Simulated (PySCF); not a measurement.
N,N-dimethyl-1-methylsilylmethanamine (C₄H₁₃NSi), SMILES C[SiH2]CN(C)C.

The structure is a stationary point at PBE0-D3(BJ)/def2-SVP. One conformer was computed; it need not be the lowest.

Level of theory: PBE0-D3(BJ)/def2-SVP in PySCF.

Frequencies are harmonic and unscaled.

Computed harmonic wavenumbers and intensities:
| mode | ν (cm⁻¹) | IR (km/mol) | moving atoms (share of kinetic energy) |
|---|---|---|---|
| 1 | 37 | 0.3 | H 39 %, C 36 %, Si 24 % |
| 2 | 92 | 0.1 | C 54 %, H 43 % |
| 3 | 128 | 0.1 | C 52 %, H 34 %, Si 14 % |
| 4 | 165 | 0.0 | H 90 % |
| 5 | 232 | 1.7 | C 44 %, H 32 %, Si 16 % |
| 6 | 260 | 1.0 | H 88 %, C 8 % |
| 7 | 263 | 0.6 | H 89 % |
| 8 | 329 | 7.9 | N 43 %, H 40 %, C 15 % |
| 9 | 367 | 0.4 | H 35 %, C 35 %, Si 19 %, N 11 % |
| 10 | 444 | 2.0 | H 52 %, C 36 %, N 12 % |
| 11 | 474 | 9.8 | H 83 %, Si 8 % |
| 12 | 584 | 2.1 | H 93 % |
| 13 | 650 | 7.9 | H 59 %, C 33 % |
| 14 | 716 | 32.0 | C 44 %, Si 33 %, H 23 % |
| 15 | 774 | 37.5 | H 53 %, C 35 %, Si 12 % |
| 16 | 865 | 35.0 | H 64 %, C 30 % |
| 17 | 877 | 52.5 | H 74 %, C 19 % |
| 18 | 891 | 26.4 | C 49 %, H 42 %, N 9 % |
| 19 | 902 | 197.1 | H 63 %, C 25 %, Si 10 % |
| 20 | 951 | 79.9 | H 95 % |
| 21 | 1075 | 8.7 | H 69 %, C 27 % |
| 22 | 1094 | 14.1 | H 55 %, C 36 %, N 9 % |
| 23 | 1114 | 4.3 | H 78 %, C 21 % |
| 24 | 1158 | 9.0 | H 74 %, C 18 %, N 8 % |
| 25 | 1199 | 26.5 | H 59 %, C 21 %, N 20 % |
| 26 | 1263 | 23.3 | H 78 %, C 21 % |
| 27 | 1270 | 14.3 | H 69 %, C 22 %, N 8 % |
| 28 | 1327 | 11.2 | N 46 %, C 28 %, H 26 % |
| 29 | 1342 | 14.5 | H 40 %, N 39 %, C 21 % |
| 30 | 1425 | 1.8 | H 82 %, C 18 % |
| 31 | 1430 | 0.4 | H 94 % |
| 32 | 1433 | 5.6 | H 96 % |
| 33 | 1436 | 8.7 | H 91 % |
| 34 | 1450 | 13.1 | H 97 % |
| 35 | 1454 | 11.2 | H 91 %, C 8 % |
| 36 | 1470 | 10.5 | H 91 % |
| 37 | 1478 | 14.2 | H 89 % |
| 38 | 1488 | 10.7 | H 93 % |
| 39 | 2209 | 117.3 | H 97 % |
| 40 | 2222 | 107.9 | H 97 % |
| 41 | 2891 | 58.2 | H 94 % |
| 42 | 2927 | 54.4 | H 95 % |
| 43 | 2938 | 140.6 | H 95 % |
| 44 | 3058 | 2.8 | H 97 % |
| 45 | 3068 | 15.3 | H 92 % |
| 46 | 3087 | 32.5 | H 93 % |
| 47 | 3091 | 26.9 | H 93 % |
| 48 | 3143 | 12.4 | H 90 %, C 10 % |
| 49 | 3146 | 32.7 | H 90 %, C 10 % |
| 50 | 3162 | 3.3 | H 91 %, C 9 % |
| 51 | 3167 | 2.6 | H 91 %, C 9 % |
